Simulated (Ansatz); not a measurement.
C2H8BFN2 (SMILES CNB(F)NC), singlet, at a GFN2-xTB geometry, atoms displaced at random by about 0.08 Å a coordinate; R2SCAN/STO-3G, gradient (Ansatz, a quantum-chemistry and plane-wave program).

Here is a job for Ansatz.
Ansatz 0.2 input:
```yaml
crystal:
  periodic: [false, false, false]
  atoms:
    - {symbol: B, position_ang: [-0.27836420, 0.10234157, 0.38308814]}
    - {symbol: F, position_ang: [-0.27094133, -0.01490818, 1.63758426]}
    - {symbol: N, position_ang: [0.89771732, -0.58312813, -0.20114430]}
    - {symbol: C, position_ang: [1.84138305, -1.60534746, 0.50040918]}
    - {symbol: H, position_ang: [1.04208685, -0.62688226, -1.15690079]}
    - {symbol: H, position_ang: [2.90154142, -1.15308462, 0.29677621]}
    - {symbol: H, position_ang: [1.70713230, -2.37525425, 0.00791073]}
    - {symbol: H, position_ang: [1.53937447, -1.41735875, 1.57014419]}
    - {symbol: N, position_ang: [-1.08840958, 0.93236823, -0.34356567]}
    - {symbol: C, position_ang: [-1.21285476, 1.20679861, -1.67495605]}
    - {symbol: H, position_ang: [-1.76906701, 1.28407115, 0.35717237]}
    - {symbol: H, position_ang: [-1.26613339, 2.31101364, -2.09662938]}
    - {symbol: H, position_ang: [-2.22338299, 0.94611523, -2.13327656]}
    - {symbol: H, position_ang: [-0.48915138, 0.71238775, -2.22549153]}
basis:
  gaussian:
    orbitals: STO-3G
hamiltonian:
  xc: r2scan
output: {forces: true}
```

Task: What does Ansatz print? Leave out banner, timings and long lists.

Result: 
```
Functional definition: r2SCAN
541 factors; integrals over basis functions are off by at most 4.1e-5 eV
mean field evaluation 1: about -8460.6812 eV, gradient 2.0e1 eV
mean field evaluation 2: about -8459.4758 eV, gradient 2.9e1 eV
mean field evaluation 4: about -8461.8132 eV, gradient 7.7e-1 eV
mean field evaluation 8: about -8461.6666 eV, gradient 3.3e-2 eV
mean field -8461.66657693 eV, -310.9605111786 hartree, gradient 3.3e-5 eV, S^2 0.000000; 0 other end points of the search recorded, 0 dependent functions left out
the calculation of the forces begins
reference -8461.66658371 eV, -310.9605114277 hartree; 24, 24 occupied and 14, 14 virtual orbitals, 541 factors
Total energy: -8461.66658371 eV, -310.9605114277 hartree
Atom 0 at    -0.278364     0.102342     0.383088 Å, force     5.934532    -3.012797    -3.764050 eV/Å
Atom 1 at    -0.270941    -0.014908     1.637584 Å, force    -1.374129     0.013356     5.261985 eV/Å
Atom 2 at     0.897717    -0.583128    -0.201144 Å, force    -0.996515    -0.063535     3.846930 eV/Å
Atom 3 at     1.841383    -1.605347     0.500409 Å, force     1.436652    14.720013     4.734560 eV/Å
Atom 4 at     1.042087    -0.626882    -1.156901 Å, force     0.515465    -0.111513    -4.377849 eV/Å
Atom 5 at     2.901541    -1.153085     0.296776 Å, force    -1.689975    -1.403333     0.798049 eV/Å
Atom 6 at     1.707132    -2.375254     0.007911 Å, force    -1.416661   -10.765466    -4.888317 eV/Å
Atom 7 at     1.539374    -1.417359     1.570144 Å, force     0.610510    -1.551608    -0.824728 eV/Å
Atom 8 at    -1.088410     0.932368    -0.343566 Å, force    -1.533311     0.894838     4.478145 eV/Å
Atom 9 at    -1.212855     1.206799    -1.674956 Å, force    -4.925571     4.231029    -5.207828 eV/Å
Atom 10 at    -1.769067     1.284071     0.357172 Å, force    -0.836718     0.922128    -0.937833 eV/Å
Atom 11 at    -1.266133     2.311014    -2.096629 Å, force     1.268396    -1.413291     1.847431 eV/Å
Atom 12 at    -2.223383     0.946115    -2.133277 Å, force     0.722463    -0.944389     0.682193 eV/Å
Atom 13 at    -0.489151     0.712388    -2.225492 Å, force     2.284863    -1.515432    -1.648690 eV/Å
Dipole moment:    -0.134886    -0.006732    -0.135416 e Å
```
